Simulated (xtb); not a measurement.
Here is a job for xtb.
```
$ xtb mol.xyz --gfn 2 --uhf 1 --alpb methanol --json

# file mol.xyz
4

Si     0.00172380     0.00046639     0.05606838
H     -0.01025152     1.41163100    -0.27334508
H      1.21691602    -0.70748096    -0.29344641
H     -1.23079768    -0.71067955    -0.21816587
```

Q: What does this run give for the partial charges in atom order, dipole moment, total energy?

A: 
* **partial charges in atom order**: Si1 0.30, H2 -0.10, H3 -0.10, H4 -0.10
* **dipole moment**: 0.13 D
* **total energy**: -3.1888 Eh
